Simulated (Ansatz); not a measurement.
`OC[CH2][GaH2]` and `OC[CH2][SnH3]` differ in one atom or group.

Ansatz, PBE0-D4/def2-TZVP geometries, multiplicity 1. Each molecule was computed in one conformer, which needn't be the lowest.

Elements past krypton have def2 core potentials. Scalar relativity is left out up to krypton.

```
                                        property  `OC[CH2][GaH2]`
               LUMO energy (PBE/def2-TZVPP) / eV            -1.17
              HOMO energy (PBE0/def2-TZVPP) / eV            -7.27
size of the dipole moment (B3LYP/def2-TZVPP) / D             2.93
             LUMO energy (B3LYP/def2-TZVPP) / eV            -0.63
            HOMO–LUMO gap (PBE0/def2-TZVPP) / eV             6.93
         HOMO–LUMO gap (ωB97M-V/def2-TZVPP) / eV            10.69
```

Q: Give the same properties after the change, and the shifts. (Best estimate.)

A: Ansatz gave: 
| property | `OC[CH2][SnH3]` | shift |
| --- | --- | --- |
| LUMO energy (PBE/def2-TZVPP) / eV | -0.47 | 0.70 |
| HOMO energy (PBE0/def2-TZVPP) / eV | -7.92 | -0.65 |
| size of the dipole moment (B3LYP/def2-TZVPP) / D | 1.22 | -1.71 |
| LUMO energy (B3LYP/def2-TZVPP) / eV | 0.02 | 0.65 |
| HOMO–LUMO gap (PBE0/def2-TZVPP) / eV | 8.21 | 1.28 |
| HOMO–LUMO gap (ωB97M-V/def2-TZVPP) / eV | 11.97 | 1.28 |

With PBE0 the HOMO falls by 0.65 eV and the LUMO rises by 0.63 eV, so the gap widens by about 1.28 eV. PBE moves the HOMO by -0.15 eV and ωB97M-V by -0.91 eV. Dipoles are sizes alone; their direction can turn.

B3LYP here is the variant with VWN-RPA as its local correlation; programs differ in this.
